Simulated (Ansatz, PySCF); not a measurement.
Reaction (SMILES): C[SiH2][SiH2]N(C)C + 5 [H][H] (H2) → 3 C (CH4) + N (NH3) + 2 [SiH4] (SiH4)
Geometries: B3LYP-D3(BJ)/def2-TZVP minima from Ansatz (a first-principles code), one conformer each, not searched for the lowest. Frequencies are from Ansatz or PySCF.

Property: energy of full hydrogenation (enthalpy at 298 K, with B3LYP-D3(BJ) rigid-rotor harmonic-oscillator terms), in kcal/mol. Valence correlation only, unless marked. Spin-orbit coupling is left out. Non-relativistic. Basis-set limits of correlation are two-point, X^-3; Hartree-Fock from the larger set. [CCSD(T)-MP2]/basis is that difference in the basis named.

```csv
level,program,energy of full hydrogenation (kcal/mol)
PBE-D4/def2-TZVPD,Ansatz + dftd4,?
BLYP-D4/def2-TZVPD,Ansatz + dftd4,-37.6
B3LYP/def2-TZVPD,Ansatz,?
PBE0/def2-SVP,Ansatz,-46.4
HSE06-D3(BJ)/def2-TZVPD,Ansatz + dftd3,?
"RI-MP2/CBS(aug-cc-pV(T+d)Z,aug-cc-pV(Q+d)Z)+[CCSD(T)-MP2]/aug-cc-pV(T+d)Z",Ansatz,-41.6
```

**Question.** Fill in the missing entries.

**Answer.** 
- PBE-D4/def2-TZVPD, energy of full hydrogenation (kcal/mol): -36.0
- B3LYP/def2-TZVPD, energy of full hydrogenation (kcal/mol): -52.9
- HSE06-D3(BJ)/def2-TZVPD, energy of full hydrogenation (kcal/mol): -40.8
